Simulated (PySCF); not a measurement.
s to d promotion along the 5d series

Calculated with PySCF 2.14 from differences of total energies of unrestricted determinants, without spin-orbit coupling. Basis: ANO-RCC-VTZP, spin-free X2C. Energy of d^(n+1) s¹ above d^n s² in eV (negative where d^(n+1) s¹ lies lower), between high-spin terms; measured values are centres of gravity of the terms (NIST), left out for the 5d series, where spin-orbit coupling mixes the terms.

```csv
element,terms,UHF,LDA,PBE,r2SCAN,PBE0,CCSD(T) (valence)
Hf,4f14 5d2 6s2 (3F) → 4f14 5d3 6s1 (5F),0.922,1.294,1.160,0.849,1.133,1.698
W,4f14 5d4 6s2 (5D) → 4f14 5d5 6s1 (7S),-1.158,-0.509,-0.667,-1.011,-0.760,-0.401
Re,4f14 5d5 6s2 (6S) → 4f14 5d6 6s1 (6D),1.830,1.418,1.289,1.197,1.339,1.851
Os,4f14 5d6 6s2 (5D) → 4f14 5d7 6s1 (5F),0.676,0.546,0.428,0.346,0.405,0.710
Pt,4f14 5d8 6s2 (3F) → 4f14 5d9 6s1 (3D),-0.326,-0.677,-0.554,-0.324,-0.584,-0.449
```

**Question.** Estimate the missing row, Ir.

**Answer.** The calculation gives UHF 0.217; LDA -0.047; PBE -0.046; PBE0 -0.068; CCSD(T) (valence) 0.155.
